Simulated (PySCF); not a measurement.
## Correlation energy of Cd⁺ (cadmium, charge +1)

[Kr] 4d10 5s1, 2S determinant. All numbers are calculated (PySCF 2.14, scalar relativity through the core potential, in def2-TZVP with the def2 core potential (28 electrons) (6s4p3d1f, 40 functions)). Frozen: 4s2 4p6; 11 electrons correlated.

MP2 pair energies summed by pair of shells (mhartree):

| pair | energy | share (%) |
| --- | --- | --- |
| 4d-4d | -259.31 | 89.8 |
| 4d-5s | -29.45 | 10.2 |

Total MP2 correlation energy: -288.76 mhartree.

Same-spin part -109.36 and opposite-spin part -179.40 mhartree; SCS-MP2 scales them by 1/3 and 6/5 to -251.73 mhartree.

```
  level  correlation energy (mhartree)
   CCSD                        -276.73
    (T)                          -2.93
CCSD(T)                        -279.66
```

Diagnostics: T1 = 0.0067, D1 = 0.0306, largest double amplitude 0.023.

Problem. Is a single reference adequate?

Solution. Yes, within this model without spin-orbit coupling: T1 lies below 0.03 and no double amplitude reaches 0.07.
